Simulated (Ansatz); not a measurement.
The same redistribution along the group Mg, Zn, Cd.

Computed with Ansatz on PBE0-D4/def2-TZVP structures; ΔE is electronic, products minus reactants. CBS: MP2 limit from def2 TZ/QZ plus the TZ coupled-cluster correction, frozen cores. Functionals use def2-TZVPP. def2 core potentials past Kr. For Cd, Mg, Zn outer-core shells are correlated without core-valence functions, which leaves a few kJ/mol of doubt a bond. Scalar relativity is left out up to krypton. One conformer a species, not always the lowest.

```csv
reaction,CCSD(T)/CBS(def2) (eV)
`[SiH3][O][Mg][Cl]` + `CO[SiH](C)Cl` → `CO[SiH]([SiH3])Cl` + `C[O][Mg][Cl]`,2.45
`[SiH3][O][Zn][Cl]` + `CO[SiH](C)Cl` → `CO[SiH]([SiH3])Cl` + `C[O][Zn][Cl]`,?
`[SiH3][O][Cd][Cl]` + `CO[SiH](C)Cl` → `CO[SiH]([SiH3])Cl` + `C[O][Cd][Cl]`,2.37
```

Question: Fill in the missing values. (Best estimate.)

Answer: The calculation gave: `[SiH3][O][Zn][Cl]` + `CO[SiH](C)Cl` → `CO[SiH]([SiH3])Cl` + `C[O][Zn][Cl]`: +2.39 eV.

Largest T1 diagnostic: 0.016, for `C[O][Cd][Cl]`.
